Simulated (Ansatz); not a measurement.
Q: Name a neutral molecule of Br, C, S, Si and H with size of the dipole moment (ωB97M-V/def2-TZVPP) between 1.35 and 1.65 D and HOMO energy (PBE/def2-TZVPP) between -5.85 and -5.55 eV (Ansatz, PBE0-D4/def2-TZVP geometry).

A: `[SiH3]C(Br)C=S` (1.39 D, -5.63 eV). Other molecules can fit too; these were computed, each in one conformer that needn't be the lowest.
